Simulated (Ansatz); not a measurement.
Computed with Ansatz on PBE0-D4/def2-TZVP structures; ΔE is electronic, products minus reactants. CCSD(T)/CBS adds triple-zeta CCSD(T) − MP2 to the extrapolated MP2 energy (def2 sets, frozen cores). This one scheme is used for every species. Functionals use def2-TZVPP. B3LYP here is the variant with VWN-RPA as its local correlation; programs differ in this. For Ge outer-core shells are correlated without core-valence functions, which leaves a few kJ/mol of doubt a bond. Scalar relativity is left out up to krypton. One conformer a species, not always the lowest.

Reaction (ligand exchange at the Si–F bond): `CO[SiH2]F` + `[SH][GeH3]` → `CO[SiH2][S][GeH3]` + H–F

```
             level  ΔE (kJ/mol)  difference from CCSD(T)/CBS
            PBE-D4         69.5                         -8.7
           PBE0-D4         70.7                         -7.5
          B3LYP-D4         84.6                          6.4
           ωB97X-V         85.1                          6.9
           ωB97M-V         83.6                          5.4
            B2PLYP         93.3                         15.1
     HF/def2-TZVPP        112.7                         34.5
   CCSD/def2-TZVPP         87.8                          9.6
SCS-MP2/def2-QZVPP         84.8                          6.6
     MP2/CBS(def2)         71.8                         -6.4
       CCSD(T)/CBS         78.2                            0
```

Largest T1 diagnostic among the species: 0.011.

In def2-TZVPP, CCSD(T) changes the Hartree–Fock value by −30.4 kJ/mol (the triples alone add −5.5 kJ/mol) and MP2 by −36.8 kJ/mol. The D4 term adds −16.2 kJ/mol with B3LYP and −9.1 kJ/mol with PBE0; it sums over pairs of atoms, weighted by their polarisabilities, and B3LYP, whose exchange is more repulsive, gets the larger term.
